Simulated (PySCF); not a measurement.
Cl3In (SMILES [Cl][In]([Cl])[Cl]), singlet, geometry from GFN2-xTB (such geometries of metal compounds can be far from the true shape) (core potentials on In). Base run: PySCF with PBE0/def2-SV(P).

The PySCF input:
```python
from pyscf import gto, scf, dft

mol = gto.M(
    atom='''
In   -0.00000000   -0.00000000    0.00000000
Cl    2.24449596   -0.20389963   -0.44000345
Cl   -0.90325628   -1.01151285    1.85308124
Cl   -1.34123968    1.21541248   -1.41307779
''',
    basis='def2-sv(p)',
    ecp={'In': 'def2-sv(p)'},
    verbose=4,
)

mf = dft.RKS(mol)
mf.xc = 'pbe0'
mf.kernel()
```

Each row names what was changed in the base input (with any setting that the change needs).

```
change                                                                                                                  ΔE vs base (mEh)  fitting functions        outcome
----------------------------------------------------------------------------------------------------------------------  ----------------  -----------------  -------------
base                                                                                                                               0.000                  -      converged
auxbasis = cc-pvtz-ri                                                                                                                  -                  -  input refused
auxbasis = cc-pvdz-jkfit                                                                                                               -                  -  input refused
auxbasis = cc-pvqz-jkfit                                                                                                               -                  -  input refused
auxbasis = def2-universal-jfit                                                                                                       [?]                211      converged
auxbasis = even-tempered beta=3.0                                                                                                -63.232                464      converged
auxbasis = even-tempered beta=1.6                                                                                                    [?]                [?]      converged
auxbasis = def2-universal-jkfit                                                                                                   -0.025                602      converged
exchange = seminumerical (SGX) (with mf = sgx.sgx_fit(mf, auxbasis='def2-universal-jfit'); with mf.with_df.dfj = True)            -0.430                211      converged
only_dfj = on; auxbasis = def2-universal-jfit                                                                                     -0.445                211      converged
```

Task: What belongs in the gaps?

Result: 
- auxbasis = def2-universal-jfit, ΔE vs base (mEh): 2181.8
- auxbasis = even-tempered beta=1.6, ΔE vs base (mEh): 0.056
- auxbasis = even-tempered beta=1.6, fitting functions: 1019

A fitting set is made for a task (jfit for Coulomb, jkfit for Coulomb and exchange, ri for correlation) and for a family of orbital bases.

- auxbasis = cc-pvtz-ri: ended with `pyscf.lib.exceptions.BasisNotFoundError: Basis set not found for In in cc-pvtz-ri`
- auxbasis = cc-pvdz-jkfit: ended with `pyscf.lib.exceptions.BasisNotFoundError: Basis set not found for In in cc-pvdz-jkfit`
- auxbasis = cc-pvqz-jkfit: ended with `pyscf.lib.exceptions.BasisNotFoundError: Basis set not found for In in cc-pvqz-jkfit`
